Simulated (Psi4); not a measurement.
Noncovalent pair: CH3F (SMILES CF) (first 5 atoms) with CH3Cl (SMILES CCl); geometry from B3LYP-D3(BJ)/def2-TZVP, rigid monomers moved along the line of their centres of mass till F2···H8 is 2.12 Å.
(charge 0, multiplicity 1):
```json
[
 {"atom": "C", "x (Å)": "-0.5756", "y (Å)": "-0.1275", "z (Å)": "-0.2677"},
 {"atom": "F", "x (Å)": "0.3347", "y (Å)": "-1.1337", "z (Å)": "0.0647"},
 {"atom": "H", "x (Å)": "-1.4461", "y (Å)": "-0.5905", "z (Å)": "-0.7330"},
 {"atom": "H", "x (Å)": "-0.8613", "y (Å)": "0.3941", "z (Å)": "0.6447"},
 {"atom": "H", "x (Å)": "-0.0928", "y (Å)": "0.5570", "z (Å)": "-0.9655"},
 {"atom": "C", "x (Å)": "0.7050", "y (Å)": "-0.9643", "z (Å)": "3.1770"},
 {"atom": "Cl", "x (Å)": "-0.4492", "y (Å)": "0.4129", "z (Å)": "3.2896"},
 {"atom": "H", "x (Å)": "0.7798", "y (Å)": "-1.2558", "z (Å)": "2.1348"},
 {"atom": "H", "x (Å)": "1.6645", "y (Å)": "-0.6285", "z (Å)": "3.5580"},
 {"atom": "H", "x (Å)": "0.3159", "y (Å)": "-1.7771", "z (Å)": "3.7824"}
]
```

Computed with SAPT0/jun-cc-pV(D+d)Z in Psi4 1.11.

Task: Which attractive term is largest, and how does the interaction split up?

Result: electrostatics -5.33, exchange 6.85, induction -1.20, dispersion -1.92, total -1.60 kcal/mol; the largest attraction is electrostatics.
